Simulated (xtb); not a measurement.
C₂H₆FNOSi, SMILES N[Si]1(F)COC1. All values are semi-empirical tight-binding results from xtb (GFN2-xTB unless named), good for trends rather than for accurate numbers. Geometry optimised at GFN2-xTB. This is a generated structure with no PubChem entry under its InChIKey; it may be hypothetical. Other conformers were not sampled.

The geometry has at least one imaginary mode, so it is a saddle point at that level.

Computed properties:
```
Item                                              Value
----------------------------------------  -------------
orbital gap                                     5.42 eV
dipole moment                                    3.49 D
static polarisability (D4 model)             65.1 bohr³
solvation energy, GFN2-xTB/ALPB(water)    -5.9 kcal/mol
solvation energy, GFN2-xTB/ALPB(toluene)  -4.6 kcal/mol
```
